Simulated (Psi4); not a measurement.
C4H11O2Si, doublet, at a GFN2-xTB geometry; CCSD/STO-3G (Psi4 1.11).

The Psi4 input:
```
memory 2 GB

molecule {
0 2
C     2.50956801   -0.33715163   -0.50159280
O     1.18589813   -0.54426342   -0.49242899
Si   -0.09634703    0.32736023    0.06431798
C     0.08491397    0.56869646    1.94980227
C    -0.29953025    1.97595272   -0.84901090
O    -1.40716230   -0.52405946   -0.36963077
C    -1.74604251   -1.84561263   -0.05309563
H     3.09287207   -1.05822443   -1.03995583
H     2.90557224    0.62238376   -0.22879432
H    -0.79770730    1.03382863    2.37813934
H     0.23386391   -0.38211570    2.45666585
H     0.93529574    1.19896111    2.19324396
H     0.58934802    2.58832915   -0.73430592
H    -1.14129601    2.54332284   -0.46896003
H    -0.45952338    1.82002152   -1.91108109
H    -0.92748070   -2.52521655   -0.29582714
H    -2.62572280   -2.11177404   -0.63985926
H    -1.97970534   -1.93728600    1.01014335
}

set {
  basis sto-3g
  reference uhf
}

energy('ccsd')
print_variables()
```

### Question
Write the output that Psi4 gives for this input, abridged.

### Answer

```
   => Loading Basis Set <=

    Name: STO-3G
    Role: ORBITAL
    Keyword: BASIS

         ---------------------------------------------------------
                                   SCF
               by Justin Turney, Rob Parrish, Andy Simmonett
                          and Daniel G. A. Smith
                              UHF Reference
         ---------------------------------------------------------

  ==> Geometry <==

    Molecular point group: c1
    Full point group: C1

    Geometry (in Angstrom), charge = 0, multiplicity = 2:

       Center              X                  Y                   Z               Mass
    ------------   -----------------  -----------------  -----------------  -----------------
         C            2.508085756607    -0.322197541634    -0.478953865848    12.000000000000
         O            1.184415876607    -0.529309331634    -0.469790055848    15.994914619570
         SI          -0.097829283393     0.342314318366     0.086956914152    27.976926534650
         C            0.083431716607     0.583650548366     1.972441204152    12.000000000000
         C           -0.301012503393     1.990906808366    -0.826371965848    12.000000000000
         O           -1.408644553393    -0.509105371634    -0.346991835848    15.994914619570
         C           -1.747524763393    -1.830658541634    -0.030456695848    12.000000000000
         H            3.091389816607    -1.043270341634    -1.017316895848     1.007825032230
         H            2.904089986607     0.637337848366    -0.206155385848     1.007825032230
         H           -0.799189553393     1.048782718366     2.400778274152     1.007825032230
         H            0.232381656607    -0.367161611634     2.479304784152     1.007825032230
         H            0.933813486607     1.213915198366     2.215882894152     1.007825032230
         H            0.587865766607     2.603283238366    -0.711666985848     1.007825032230
         H           -1.142778263393     2.558276928366    -0.446321095848     1.007825032230
         H           -0.461005633393     1.834975608366    -1.888442155848     1.007825032230
         H           -0.928962953393    -2.510262461634    -0.273188205848     1.007825032230
         H           -2.627205053393    -2.096819951634    -0.617220325848     1.007825032230
         H           -1.981187593393    -1.922331911634     1.032782284152     1.007825032230

  Running in c1 symmetry.

[...]
  @UHF Final Energy:  -589.34862362140234
    Total Energy =                       -589.3486236214023393
[...]
             29   3         0.0140005420
             31   4         0.0122730239
             30   3         0.0114992179

    Largest TIJAB Amplitudes:
     31  30   2   1        -0.0059715033
     32  29   3   1         0.0046909080
     18  16  14   4         0.0044469214
     31  27  15   6        -0.0041270563
     31  27  15   3         0.0040577138
     31  29   2   1        -0.0040198175
     29  17  16  14        -0.0039838537
     32  30   3   0        -0.0039626247
     28  17   3   0         0.0038021107
     32  30   3   1        -0.0037649238

    Largest Tijab Amplitudes:
     28  25  17   0         0.0114015871
     28  21  17   0        -0.0100103914
     28  17  17   0        -0.0099178373
     27  25  17   0         0.0098295845
     27  21  17   0        -0.0083556545
     30  25  17   0         0.0076653440
     27  17  17   0        -0.0074327830
     28  21  15   0        -0.0072428950
     30  21  17   0        -0.0068239920
     30  17  17   0        -0.0067294033

    Largest TIjAb Amplitudes:
     20  20   5   5         0.0368380730
     32  16   4   0        -0.0362314852
     19  19   6   7         0.0350488385
     24  24   8   8         0.0218489801
     31  31   0   1        -0.0215471039
     24  24   8   9        -0.0215410497
     16  16   4   6        -0.0213466839
     28  27   3   4         0.0190461217
     19  18   6   7        -0.0187119192
     28  27   0   1         0.0175728887

    SCF energy       (wfn)                    = -589.348623621402339
    Reference energy (file100)                = -589.348623621402680

    Opposite-spin MP2 correlation energy      =   -0.259394594733096
    Same-spin MP2 correlation energy          =   -0.040753732348750
    Singles MP2 correlation energy            =   -0.000000000000000
    MP2 correlation energy                    =   -0.300148327081846
      * MP2 total energy                      = -589.648771948484523

    Opposite-spin CCSD correlation energy     =   -0.350377291684407
    Same-spin CCSD correlation energy         =   -0.037660134301197
    Singles CCSD correlation energy           =    0.000000000000000
    CCSD correlation energy                   =   -0.388037425985603
      * CCSD total energy                     = -589.736661047388338

  Variable Map:
  ----------------------------------------------------------------------------
[...]
  Array Variable Map:
  ----------------------------------------------------------------------------
[...]
[...]
```
